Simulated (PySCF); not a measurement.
Work out the structure from these simulated measurements.

Formula: C2H11NOSi2.

- UV, first state: lowest singlet excitation: 6.30 eV (197 nm, f = 0.007) [TDDFT CAM-B3LYP/def2-SVPD]
- UV, strongest line: among the 10 lowest singlet transitions: S7 at 7.65 eV (162 nm, f = 0.106) [TDDFT CAM-B3LYP/def2-SVPD]
- Triplet: lowest triplet excitation (Tamm–Dancoff): 5.94 eV [TDA CAM-B3LYP/def2-SVPD]
- Rotational structure: rotational constants A, B, C: 2.680, 1.633, 1.078 GHz [PBE0-D3(BJ)/def2-SVP]
- 13C NMR: chemical shifts (computed TMS as zero) by class: 55.5 (1 C), 50.3 (1 C) ppm [GIAO HF/pcSseg-1]
- 1H NMR: chemical shifts (computed TMS as zero) by class: 4.34 (1 H), 4.09 (1 H), 3.69 (3 H), 3.14 (3 H), 2.35 (1 H), 0.50 (2 H) ppm [GIAO HF/pcSseg-1]
- Valence photoelectron: vertical ionisation energy: 9.07 eV [ΔSCF CAM-B3LYP/def2-SVPD]
- Polarisability: 92.9 au [CAM-B3LYP/def2-SVPD]

Gas-phase values; electronic properties from PySCF, density fitting. Levels stand in brackets. Geometry: PBE0-D3(BJ)/def2-SVP, one conformer, isolated molecule. Each NMR value is the plain mean over a class of atoms that symmetry, rotation or inversion makes alike.

Question: Propose a structure and show how it fits.

Answer: Numbering: `[CH3:1][O:2][C@H:3]([SiH3:4])[SiH2:5][NH2:6]`. Its formula, C2H11NOSi2, gives 0 degrees of unsaturation, so no ring and no π bond. 2 carbons fall into 2 classes; from least to most shielded: methoxy carbon [C1] (55.5 ppm), sp3 carbon bound to oxygen [C3] (50.3 ppm). Hydrogen classes from least to most shielded: 1 H on an SiH2 silicon, Si5 (4.34 ppm), 1 H on an SiH2 silicon, Si5 (4.09 ppm), 3 H on an SiH3 silicon, Si4 (3.69 ppm, a mean of values up to 0.6 ppm apart in this geometry), 3 H on a methoxy carbon, C1 (3.14 ppm, a mean of values up to 0.7 ppm apart in this geometry), 1 H on an sp3 carbon bound to oxygen, C3 (2.35 ppm), 2 H on a silicon-bound nitrogen, N6 (0.50 ppm, a mean of values up to 0.6 ppm apart in this geometry). The first electron is taken from the HOMO, whose largest Löwdin shares are 0.36 on the ether oxygen, 0.18 on the sp3 carbon bound to oxygen, 0.10 on the silicon-bound nitrogen and 0.10 on the SiH3 silicon. The optimised geometry has point group C1 and is an asymmetric top. Structure: `[C@@H](OC)([SiH3])[SiH2]N`. Computed isomers that give other values at the same levels: `N[SiH2]CC[SiH2]O` (13C chemical shifts (computed TMS as zero) by class: 9.9 (1 C), 6.7 (1 C) ppm); `COC[SiH2][SiH2]N` (rotational constant A: 4.403 GHz; this holds for the one conformer computed); `CCO[Si@@H](N)[SiH3]` (13C chemical shifts (computed TMS as zero) by class: 53.7 (1 C), 20.1 (1 C) ppm). The assignments are read from this structure; whether some other isomer fits the data as well wasn't checked. The mirror image fits equally.

The values belong to the conformer `[CH3:1][O:2][C@H:3]([SiH3:4])[SiH2:5][NH2:6]`: C1–O2–C3–Si4 -86°, O2–C3–Si5–N6 -51°, H–N6–Si5–C3 -178°, H–N6–Si5–C3 46°.
